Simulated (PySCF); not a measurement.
Runs that did not reach their result, on `F[C](F)(F)[GeH-][Cl]` (driver script around PySCF, density fitting, GFN2-xTB geometry as the base; each input is a line of settings and coordinates in Å).

Command:
```bash
OMP_NUM_THREADS=1 python probes_run.py task.json out
```
Input:
```
{"job": {"kind": "j", "xc": "PBE0", "basis": "6-31G*", "scf": {"max_cycle": 68}}, "charge": -1, "multiplicity": 3}
F     -1.464936     1.214127     0.128108
C     -0.758458     0.034830     0.036568
F     -1.503897    -0.836639     0.797830
F     -0.959728    -0.376705    -1.240039
Ge     1.183686     0.353499     0.833962
Cl     2.005154    -1.585314    -0.001207
H      1.501512     1.201106    -0.582299
```

Output:
```
NotImplementedError: this response code serves closed shells only; the SCF ended at -2874.34517152 Eh with <S^2> = 2.0030
```

Hardware: one thread of an Arm Neoverse V1, shared host with 32 logical CPUs at a one-minute load of 13. Cost: 9.2 s of wall time, 0.53 GiB resident at most.

Problem. What went wrong, and what mends it?

Solution. Multiplicity 3 makes an open shell, and the driver's response routines handle closed shells alone; the run stopped after the SCF. Use an unrestricted response code, or restore the closed-shell charge and spin. The SCF energy in the message belongs to the altered spin state, and the message doesn't say whether it converged.

Input:
```
{"job": {"kind": "nmr", "xc": "KT3", "basis": "IGLO-III", "pop": false, "scf": {"diis": false, "max_cycle": 67}}, "charge": -1, "multiplicity": 1}
(coordinates as above)
```

Output:
```
KeyError: 'Element ge (Z=32) not found in basis IGLO-III version 0'
```

Problem. Diagnose the run.

Solution. The basis IGLO-III in the Basis Set Exchange has no functions for germanium, so the input was refused before any integral. Choose a basis that covers all elements. The run gave no result.

The values belong to the conformer `[F:1][C:2]([F:3])([F:4])[GeH-:5][Cl:6]`: F1–C2–Ge5–Cl6 -167°.
